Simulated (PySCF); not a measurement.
PySCF job for BrGe, SMILES [Ge][Br] (connectivity only; charge and spin as stated), charge +1, multiplicity 1, TDA-PBE0/def2-TZVPD. Geometry optimised at B3LYP-D3(BJ)/def2-TZVP. The spin state was assumed, not searched.

```python
import numpy as np
from pyscf import gto, scf, dft, tdscf

mol = gto.M(
    atom='''
    Ge    0.00000000    0.00000000   -1.16137466
    Br    0.00000000    0.00000000    1.06182827
    ''',
    basis='def2-TZVPD',
    charge=1,
    spin=0,
    symmetry=True,
    symmetry_subgroup='C2v',
    max_memory=1600,
    verbose=4,
)
mf = dft.RKS(mol, xc='pbe0').density_fit(auxbasis='def2-universal-jkfit')
mf.grids.level = 3
mf.conv_tol = 1e-9
mf.max_cycle = 100
mf.kernel()
mf.grids = dft.Grids(mol).set(level=1).build(with_non0tab=True)  # coarser grid for the response kernel
td = tdscf.TDA(mf)
td.singlet = True
td.nstates = 10
td.conv_tol = 1e-4
td.kernel(x0=td.get_init_guess(mf, 15))
td.analyze()
tt = tdscf.TDA(mf)
tt.singlet = False
tt.nstates = 4
tt.conv_tol = 1e-4
tt.kernel(x0=tt.get_init_guess(mf, 9))
tt.analyze(verbose=3)
```

Log of the run:

```
PySCF version 2.14.0

[INPUT] verbose = 4
[INPUT] num. atoms = 2
[INPUT] num. electrons = 66
[INPUT] charge = 1
[INPUT] spin (= nelec alpha-beta = 2S) = 0
[INPUT] symmetry True subgroup C2v
[INPUT] Mole.unit = angstrom
[INPUT] Symbol           X                Y                Z      unit          X                Y                Z       unit  Magmom
[INPUT]  1 Ge     0.000000000000   0.000000000000  -1.161374660000 AA    0.000000000000   0.000000000000  -2.194680035410 Bohr   0.0
[INPUT]  2 Br     0.000000000000   0.000000000000   1.061828270000 AA    0.000000000000   0.000000000000   2.006564621621 Bohr   0.0

nuclear repulsion = 266.587664235581
point group symmetry = Coov, use subgroup C2v
symmetry origin: [0.00000000e+00 0.00000000e+00 9.30760631e-09]
symmetry axis x: [1. 0. 0.]
symmetry axis y: [0. 1. 0.]
symmetry axis z: [0. 0. 1.]
num. orbitals of irrep A1 = 49
num. orbitals of irrep A2 = 12
num. orbitals of irrep B1 = 25
num. orbitals of irrep B2 = 25
number of shells = 37
number of NR pGTOs = 218
number of NR cGTOs = 111
basis = def2-TZVPD
ecp = {}


[settings echo left out]
init E= -4649.02341004539
HOMO (A1) = -0.305044037808503  LUMO (B2) = -0.108221440608633  gap/eV = 5.35582
cycle= 1 E= -4650.25039958871  delta_E= -1.23  |g|= 0.754  |ddm|= 1.47
HOMO (B2) = -0.555750948285064  LUMO (B1) = -0.410819706126835  gap/eV = 3.94378
cycle= 2 E= -4650.01101023573  delta_E= 0.239  |g|= 1.24  |ddm|= 1.61
HOMO (A1) = -0.585197658611166  LUMO (B1) = -0.3483512315439  gap/eV = 6.44492
cycle= 3 E= -4650.31206036639  delta_E= -0.301  |g|= 0.321  |ddm|= 1.21
HOMO (B2) = -0.564599387771988  LUMO (B1) = -0.351544870762857  gap/eV = 5.79751
cycle= 4 E= -4650.33529687394  delta_E= -0.0232  |g|= 0.0382  |ddm|= 0.32
HOMO (B2) = -0.563093909552379  LUMO (B2) = -0.344474892650902  gap/eV = 5.94893
cycle= 5 E= -4650.33565009608  delta_E= -0.000353  |g|= 0.00964  |ddm|= 0.0365
HOMO (B2) = -0.564969654168347  LUMO (B1) = -0.344673939223259  gap/eV = 5.99455
cycle= 6 E= -4650.33567857941  delta_E= -2.85e-05  |g|= 0.00112  |ddm|= 0.0111
HOMO (B2) = -0.564929223987359  LUMO (B1) = -0.344589197594003  gap/eV = 5.99576
cycle= 7 E= -4650.33567857488  delta_E= 4.53e-09  |g|= 0.000798  |ddm|= 0.00164
HOMO (B2) = -0.564869211347394  LUMO (B2) = -0.344642119486474  gap/eV = 5.99268
cycle= 8 E= -4650.33567881644  delta_E= -2.42e-07  |g|= 8.14e-05  |ddm|= 0.000843
HOMO (B2) = -0.564869469387961  LUMO (B2) = -0.344650419950563  gap/eV = 5.99247
cycle= 9 E= -4650.33567881857  delta_E= -2.13e-09  |g|= 1.43e-05  |ddm|= 0.000115
HOMO (B2) = -0.564867848963729  LUMO (B1) = -0.344651153103042  gap/eV = 5.99240
cycle= 10 E= -4650.33567881863  delta_E= -6.18e-11  |g|= 1.65e-06  |ddm|= 2.12e-05
HOMO (B2) = -0.564867792736416  LUMO (B2) = -0.344651378902617  gap/eV = 5.99239
Extra cycle  E= -4650.33567881864  delta_E= -5.46e-12  |g|= 1.99e-06  |ddm|= 3.41e-06
converged SCF energy = -4650.33567881864
tot grids = 14752


******** <class 'pyscf.tdscf.rks.TDA'> for <class 'pyscf.df.df_jk.DFSymAdaptedRKS'> ********
nstates = 10 singlet
deg_eia_thresh = 1.000e-03
wfnsym = None
conv_tol = 0.0001
eigh lindep = 1e-12
eigh level_shift = 0
eigh max_cycle = 100


Excitation energies (eV)
[ 4.37155525  4.52686553  4.52687209  4.83126135  4.83126135  6.03379274
  7.81559031  7.81559031 10.1064145  10.1064145 ]

** Singlet excitation energies and oscillator strengths **
Excited State   1:   A2      4.37156 eV    283.62 nm  f=0.0000
      32 -> 35       -0.49960
      33 -> 34        0.49960
Excited State   2:   A2      4.52687 eV    273.89 nm  f=0.0000
      32 -> 35        0.49968
      33 -> 34        0.49968
Excited State   3:   A1      4.52687 eV    273.88 nm  f=0.0000
      32 -> 34       -0.49968
      33 -> 35        0.49968
Excited State   4:   B2      4.83126 eV    256.63 nm  f=0.0270
      31 -> 35        0.70070
Excited State   5:   B1      4.83126 eV    256.63 nm  f=0.0270
      31 -> 34       -0.70070
Excited State   6:   A1      6.03379 eV    205.48 nm  f=0.0911
      31 -> 36        0.31806
      32 -> 34        0.43911
      33 -> 35        0.43911
Excited State   7:   B1      7.81559 eV    158.64 nm  f=0.0070
      32 -> 36       -0.70331
Excited State   8:   B2      7.81559 eV    158.64 nm  f=0.0070
      33 -> 36        0.70331
Excited State   9:   B1     10.10641 eV    122.68 nm  f=0.0900
      30 -> 34        0.16870
      32 -> 37       -0.68157
Excited State  10:   B2     10.10641 eV    122.68 nm  f=0.0900
      30 -> 35        0.16870
      33 -> 37       -0.68157

** Transition electric dipole moments (AU) **
state          X           Y           Z        Dip. S.      Osc.
  1         0.0000      0.0000     -0.0000      0.0000      0.0000
  2         0.0000     -0.0000     -0.0000      0.0000      0.0000
  3         0.0000     -0.0000     -0.0000      0.0000      0.0000
  4         0.0000      0.4775     -0.0000      0.2280      0.0270
  5        -0.4775     -0.0000      0.0000      0.2280      0.0270
  6        -0.0000     -0.0000     -0.7850      0.6162      0.0911
  7        -0.1912      0.0000      0.0000      0.0366      0.0070
  8         0.0000      0.1912     -0.0000      0.0366      0.0070
  9        -0.6029     -0.0000     -0.0000      0.3634      0.0900
 10         0.0000     -0.6029     -0.0000      0.3634      0.0900

** Transition velocity dipole moments (imaginary part, AU) **
state          X           Y           Z        Dip. S.      Osc.
  1         0.0000      0.0000     -0.0000      0.0000      0.0000
  2         0.0000     -0.0000     -0.0000      0.0000      0.0000
  3         0.0000     -0.0000      0.0000      0.0000      0.0000
  4         0.0000      0.0185     -0.0000      0.0003      0.0013
  5        -0.0185     -0.0000      0.0000      0.0003      0.0013
  6        -0.0000     -0.0000      0.0613      0.0038      0.0113
  7        -0.0786      0.0000      0.0000      0.0062      0.0143
  8         0.0000      0.0786     -0.0000      0.0062      0.0143
  9        -0.2217     -0.0000     -0.0000      0.0492      0.0882
 10        -0.0000     -0.2217      0.0000      0.0492      0.0882

** Transition magnetic dipole moments (imaginary part, AU) **
state          X           Y           Z
  1         0.0000     -0.0000      0.0000
  2        -0.0000     -0.0000      0.0000
  3        -0.0000     -0.0000     -0.0000
  4        -1.5266     -0.0000      0.0000
  5         0.0000     -1.5266      0.0000
  6         0.0000     -0.0000      0.0000
  7         0.0000     -0.1805     -0.0000
  8        -0.1805     -0.0000     -0.0000
  9        -0.0000      0.4913     -0.0000
 10        -0.4913     -0.0000     -0.0000


******** <class 'pyscf.tdscf.rks.TDA'> for <class 'pyscf.df.df_jk.DFSymAdaptedRKS'> ********
nstates = 4 triplet
deg_eia_thresh = 1.000e-03
wfnsym = None
conv_tol = 0.0001
eigh lindep = 1e-12
eigh level_shift = 0
eigh max_cycle = 100


Excitation energies (eV)
[3.61502502 3.61502502 3.80281549 4.03808336]

** Triplet excitation energies and oscillator strengths **
Excited State   1:   B2      3.61503 eV    342.97 nm  f=0.0000
Excited State   2:   B1      3.61503 eV    342.97 nm  f=0.0000
Excited State   3:   A1      3.80282 eV    326.03 nm  f=0.0000
Excited State   4:   A2      4.03808 eV    307.04 nm  f=0.0000
```

Self-consistency was reached.

Cost: about 60 core-seconds (a rough figure).
